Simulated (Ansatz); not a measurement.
`F[SiH](F)[SiH3]` and `F[SiH2][SiH3]` differ in one atom or group.

Ansatz, PBE0-D4/def2-TZVP geometries, multiplicity 1. 

| property | `F[SiH](F)[SiH3]` |
| --- | --- |
| LUMO energy (ωB97M-V/def2-TZVPP) / eV | 1.36 |
| size of the dipole moment (PBE/def2-TZVPP) / D | 1.53 |
| HOMO energy (PBE/def2-TZVPP) / eV | -7.33 |
| HOMO energy (ωB97M-V/def2-TZVPP) / eV | -10.66 |
| HOMO energy (B3LYP/def2-TZVPP) / eV | -8.40 |
| HOMO–LUMO gap (PBE/def2-TZVPP) / eV | 6.05 |

What does the change do to each property? (Best estimate.)

Computed: 
| property | `F[SiH2][SiH3]` | shift |
| --- | --- | --- |
| LUMO energy (ωB97M-V/def2-TZVPP) / eV | 1.13 | -0.23 |
| size of the dipole moment (PBE/def2-TZVPP) / D | 1.14 | -0.39 |
| HOMO energy (PBE/def2-TZVPP) / eV | -7.21 | 0.12 |
| HOMO energy (ωB97M-V/def2-TZVPP) / eV | -10.46 | 0.20 |
| HOMO energy (B3LYP/def2-TZVPP) / eV | -8.21 | 0.19 |
| HOMO–LUMO gap (PBE/def2-TZVPP) / eV | 5.68 | -0.37 |

With PBE0 the HOMO rises by 0.18 eV and the LUMO falls by 0.22 eV, so the gap narrows by about 0.40 eV. PBE moves the HOMO by 0.12 eV and ωB97M-V by 0.20 eV. Dipoles are sizes alone; their direction can turn.

B3LYP here is the variant with VWN-RPA as its local correlation; programs differ in this.
